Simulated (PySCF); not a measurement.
A structure optimised at PBE-D3(BJ)/def2-SVP, used in a PySCF frequency run:

```
O
B 1 1.3742
N 2 1.4094 1 119.03
H 3 1.0170 2 122.72 1 -178.81
H 3 1.0203 4 114.63 2 -179.26
C 1 1.4199 2 121.36 3 -176.76
H 6 1.1124 1 107.48 2 -137.65
H 6 1.1144 7 107.23 1 -118.62
C 6 1.5226 7 110.10 8 -120.02
H 9 1.1087 6 110.63 7 -63.16
H 9 1.1092 10 107.98 6 121.46
H 9 1.1092 10 108.31 11 116.97
H 2 1.2238 1 121.21 6 3.56
```
Charge 0, spin multiplicity 1.

Task: Write its SMILES and formula.

Result: CCOBN, C₂H₈BNO

Task: What are its rotational constants (standard atomic weights)?

Result: 16.487, 2.3196, 2.2596 GHz
